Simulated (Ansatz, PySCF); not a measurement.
Te(OSiH3)2 (H6O2Si2Te), SMILES O([SiH3])[Te]O[SiH3]. Atoms are numbered in the order given.

```xyz
11

Te     0.5600    -0.0596     0.8818
O      0.4857    -1.4619    -0.5278
Si    -0.8416    -1.9963    -1.4073
H     -2.1071    -1.7162    -0.6656
H     -0.6817    -3.4632    -1.6072
H     -0.8914    -1.3205    -2.7335
O      0.3847     1.5594    -0.2773
Si    -1.0749     2.1798    -0.8348
H     -1.7670     1.1921    -1.7134
H     -0.7491     3.4045    -1.6131
H     -1.9799     2.5220     0.3018
```

Coordinates come from a B3LYP-D3(BJ)/def2-SVP optimisation. This is a generated structure with no PubChem entry under its InChIKey; it may be hypothetical. The def2 effective core potentials stand for the cores of Te; spin–orbit coupling is left out. The values are those of a single conformer.

Two levels are set side by side: PBE-D3(BJ)/def2-SVP (Ansatz, a first-principles code) and B3LYP-D3(BJ)/def2-SVP (Ansatz). Each level has its own optimised geometry; the coordinates shown are those of the second. Frequencies come from the Hessian of PySCF at each geometry. Differences are taken from unrounded values.

| quantity | B3LYP-D3(BJ) | PBE-D3(BJ) | PBE-D3(BJ) minus B3LYP-D3(BJ) |
|---|---|---|---|
| mean bond length (Å) | 1.629 | 1.645 | 0.016 |
| bond Te1–O2 (Å) | 1.990 | 2.010 | 0.020 |
| bond Te1–O7 (Å) | 1.999 | 2.021 | 0.022 |
| bond O2–Si3 (Å) | 1.680 | 1.698 | 0.019 |
| bond O7–Si8 (Å) | 1.681 | 1.701 | 0.019 |
| bond Si3–H4 (Å) | 1.493 | 1.507 | 0.013 |
| bond Si3–H5 (Å) | 1.489 | 1.502 | 0.013 |
| bond Si3–H6 (Å) | 1.489 | 1.503 | 0.014 |
| bond Si8–H9 (Å) | 1.492 | 1.506 | 0.014 |
| bond Si8–H10 (Å) | 1.487 | 1.501 | 0.014 |
| bond Si8–H11 (Å) | 1.493 | 1.506 | 0.013 |
| highest harmonic wavenumber (cm⁻¹) | 2248 | 2187 | -61 |
| mean harmonic wavenumber (cm⁻¹) | 949 | 915 | -34 |
| zero-point energy (kcal/mol) | 36.64 | 35.33 | -1.31 |

GGA bonds tend to be longer and softer than those of functionals with exact exchange. Differences between two approximate levels are no errors against the true value.
